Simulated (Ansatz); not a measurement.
Stepwise reaction of `O[SiH](O)[SiH2]F` with hydrogen fluoride, as a gas-phase model of exchange steps in deposition or etching. ΔE in kJ/mol; ΔG adds harmonic PBE0-D4 terms to CCSD(T)/CBS, at 1 bar.

Gas-phase electronic energies from Ansatz, PBE0-D4/def2-TZVP geometries. CBS: MP2 limit from def2 TZ/QZ plus the TZ coupled-cluster correction, frozen cores. This one scheme is used for every species. Functionals use def2-TZVPP. B3LYP here is the variant with VWN-RPA as its local correlation; programs differ in this. One conformer a species, not always the lowest.

```csv
step,reaction,PBE-D4,B3LYP-D4,ωB97M-V,CCSD(T)/CBS,ΔG(400 K)
1,`O[SiH](O)[SiH2]F` + H–F → `O[SiH](F)[SiH2]F` + H₂O,-39.7,-41.9,-41.5,-40.6,-42.0
```

(1) Give the row of step 2, `O[SiH](F)[SiH2]F` + H–F → `F[SiH2][SiH](F)F` + H₂O. (An estimate is asked.)

(2) By hand: ΔE of the 2 steps together at CCSD(T)/CBS.

Results:

(1) The calculation gave: 
| step | reaction | PBE-D4 | B3LYP-D4 | ωB97M-V | CCSD(T)/CBS | ΔG(400 K) |
| --- | --- | --- | --- | --- | --- | --- |
| 2 | `O[SiH](F)[SiH2]F` + H–F → `F[SiH2][SiH](F)F` + H₂O | -34.3 | -37.8 | -37.0 | -37.2 | -38.6 |

(2) (-40.6) + (-37.2) = -77.8 kJ/mol, or -38.9 kJ/mol a step.

In ΔE the steps differ by no more than 3.4 kJ/mol. All are downhill at CCSD(T)/CBS. ΔG lies between -42.0 and -38.6 kJ/mol a step. PBE-D4 differs from CCSD(T)/CBS by 0.9 to 2.9 kJ/mol a step. Only this route is followed, and other bonds may react first. Isolated molecules leave out the surface, adducts and barriers. Largest T1 diagnostic: 0.012.
